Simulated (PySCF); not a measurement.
SiFH2I, SMILES F[SiH2]I. Geometry optimised at B3LYP-D3(BJ)/def2-TZVP. The def2 effective core potentials stand for the cores of I; spin–orbit coupling is left out.

Computed equilibrium geometry at B3LYP-D3(BJ)/def2-TZVP (PySCF confirms it by a frequency run) as bond lengths and angles, and its point group:
point group Cs.
Atoms: Si1 F2 I3 H4 H5. Bonds (Å): Si1–F2 1.598, Si1–I3 2.440, Si1–H4 1.471, Si1–H5 1.471. Bond angles (°): F2–Si1–I3 109.2, F2–Si1–H4 108.3, F2–Si1–H5 108.3, I3–Si1–H4 109.0, I3–Si1–H5 109.0, H4–Si1–H5 113.1.
Charge 0, spin multiplicity 1.
